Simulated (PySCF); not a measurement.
A structure optimised at PBE-D3(BJ)/def2-SVP, used in a PySCF frequency run:

```
Sn
F 1 1.9617
N 1 2.0431 2 113.30
H 3 1.0304 1 108.90 2 -77.03
H 3 1.0308 4 106.80 1 -118.32
N 1 2.0443 2 103.51 3 120.57
H 6 1.0308 1 109.64 2 162.78
H 6 1.0308 7 106.51 1 117.80
Cl 1 2.3712 2 106.28 6 123.31
```
Charge 0, spin multiplicity 1.

### Question
Write its SMILES and formula.

### Answer
[NH2][Sn]([NH2])([F])[Cl], ClFH4N2Sn

### Question
What are its rotational constants (standard atomic weights)?

### Answer
2.6469, 1.6727, 1.6087 GHz
